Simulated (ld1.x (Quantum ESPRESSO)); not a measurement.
An all-electron radial function and its pseudo partner (antimony (Sb))

Columns: radius, all-electron u(r) and pseudo u(r) of the 5s shell (level -12.47 eV) of antimony in the configuration [Kr] 4d10 5s1.5 5p3.5; LDA (PZ), non-relativistic, TM scheme, ld1.x (Quantum ESPRESSO) 7.5.

| r (bohr) | all-electron | pseudo |
| --- | --- | --- |
| 0.115 | -0.1183 | 0.0176 |
| 0.230 | 0.2297 | 0.0364 |
| 0.345 | 0.1243 | 0.0577 |
| 0.460 | -0.1622 | 0.0829 |
| 0.575 | -0.3447 | 0.1135 |
| 0.690 | -0.3652 | 0.1513 |
| 0.805 | -0.2650 | 0.1977 |
| 0.920 | -0.1019 | 0.2539 |
| 1.035 | 0.0796 | 0.3200 |
| 1.150 | 0.2524 | 0.3945 |
| 1.265 | 0.4025 | 0.4739 |
| 1.380 | 0.5244 | 0.5527 |
| 1.495 | 0.6175 | 0.6246 |
| 1.610 | 0.6839 | 0.6836 |
| 1.725 | 0.7271 | 0.7257 |
| 1.840 | 0.7504 | 0.7498 |
| 1.955 | 0.7577 | 0.7576 |
| 2.070 | 0.7521 | 0.7521 |
| 2.185 | 0.7366 | 0.7366 |
| 2.300 | 0.7136 | 0.7136 |
| 2.415 | 0.6851 | 0.6851 |
| 2.530 | 0.6528 | 0.6528 |
| 2.645 | 0.6181 | 0.6181 |
| 2.760 | 0.5821 | 0.5821 |
| 2.875 | 0.5456 | 0.5456 |
| 2.990 | 0.5094 | 0.5094 |

How many radial nodes do the two functions have?

The all-electron 5s function has n − l − 1 = 4 (the table is too coarse to show those close to the nucleus); the pseudo-wave has 0, since the states of the same l below it are removed with the core.

At about which radius was the pseudo-wave matched?

2.15 bohr. The columns agree to 0.0005 from 1.96 bohr on; several derivatives are matched, so the curves merge somewhat inside the radius.

Where does each function peak?

Outermost all-electron maximum near 1.96 bohr, pseudo maximum near 1.96 bohr (to the table’s step).

Is the pseudo-wave norm-conserving?

Yes: the TM scheme keeps the norm inside the radius equal to the all-electron one, which fixes the energy derivative of the logarithmic derivative at the level.
